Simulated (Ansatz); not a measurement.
`NB[SiH2]O` → `BN[SiH2]O`  (isomerisation)

Isolated molecules relaxed with PBE0-D4/def2-TZVP in Ansatz; ΔE leaves out vibrations. CCSD(T)/CBS is the MP2 limit (def2-TZVPP, def2-QZVPP) plus CCSD(T) − MP2 in def2-TZVPP, frozen cores. Functionals use def2-TZVPP. One conformer a species, not always the lowest.

`NB[SiH2]O`:

```xyz
10

N    -1.143    0.537   -1.420
B     0.076    0.169   -0.873
Si    0.209   -0.529    1.016
O     1.423    0.198    1.884
H    -1.248    0.873   -2.364
H    -2.013    0.503   -0.913
H     1.044    0.273   -1.579
H     0.404   -2.014    0.991
H    -1.029   -0.273    1.805
H     2.277    0.261    1.453
```

`BN[SiH2]O`:

```xyz
10

B     1.434   -0.436    0.904
N     0.351    0.403    0.611
Si   -0.603    0.391   -0.845
O    -2.142   -0.122   -0.591
H     1.762   -1.259    0.098
H     2.010   -0.324    1.948
H     0.097    1.082    1.316
H    -0.766    1.774   -1.344
H     0.127   -0.482   -1.794
H    -2.271   -1.027   -0.304
```

Problem. Is it downhill or uphill in electronic energy at CCSD(T)/CBS, and by how much? (Best estimate.)

Solution. The calculation gave: Downhill: ΔE = -86.0 kJ/mol.

Problem. What do these levels give: BLYP-D4, ωB97X-V, r2SCAN0, CAM-B3LYP, LC-ωPBE, RPA@PBE/def2-TZVPP, HF/def2-SVP, MP2/def2-TZVPP, SCS-MP2/def2-TZVPP, HF/def2-QZVPP, SCS-MP2/def2-QZVPP, MP2/CBS(def2)? (Best estimate.)

Solution. Computed: BLYP-D4 -77.6, ωB97X-V -81.5, r2SCAN0 -82.9, CAM-B3LYP -85.1, LC-ωPBE -76.4, RPA@PBE/def2-TZVPP -83.5, HF/def2-SVP -90.7, MP2/def2-TZVPP -92.9, SCS-MP2/def2-TZVPP -92.8, HF/def2-QZVPP -100.4, SCS-MP2/def2-QZVPP -93.5, MP2/CBS(def2) -93.5 kJ/mol.

Largest T1 diagnostic among the species: 0.013.

From BLYP to BHLYP (50 % exact exchange), in def2-TZVPP and without D4, ΔE moves by −14.5 kJ/mol. In def2-TZVPP, CCSD(T) changes the Hartree–Fock value by +13.8 kJ/mol (the triples alone add +1.4 kJ/mol) and MP2 by +6.3 kJ/mol.
